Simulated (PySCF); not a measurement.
Ga(AsH2)(H)2 (AsGaH4), SMILES [GaH2][AsH2]. Coordinates come from a PBE0-D3(BJ)/def2-TZVP optimisation.

**Question.** Give the equilibrium geometry at PBE0-D3(BJ)/def2-TZVP (PySCF confirms it by a frequency run) as Cartesian coordinates in Å, and its point group. (The exact figures need the calculation; the answer reports its results.)

**Answer.** point group Cs.
```xyz
6

Ga    -1.2218     0.0053     0.0000
As     1.1901    -0.0621     0.0000
H      1.2947     0.9720     1.1098
H      1.2947     0.9720    -1.1098
H     -1.9927    -0.0304    -1.3671
H     -1.9927    -0.0304     1.3671
```
